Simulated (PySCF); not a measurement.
# Ionisation energy of Xe by level of theory

Xe [Xe] (1S) → Xe+ [Kr] 4d10 5s2 5p5 (2P), as a difference of total energies. Calculation: PySCF 2.14, in aug-cc-pwCVDZ-PP with ECP28MDF (6s5p4d1f, 48 functions); a scalar-relativistic core potential. Correlated levels: valence: 4s2 4p6 4d10 frozen. The calculations carry no spin-orbit coupling.

```
           method  ionisation energy (eV)  error (eV)
              UHF                  11.578      -0.987
    MP2 (valence)                  12.258      -0.307
SCS-MP2 (valence)                  12.191      -0.374
   CCSD (valence)                  12.167      -0.398
CCSD(T) (valence)                  12.186      -0.379
```

Reference: 12.565 eV (measured; NIST levels, between the centres of gravity of the two terms).

Errors of the correlated levels include the incompleteness of this basis and the frozen core.
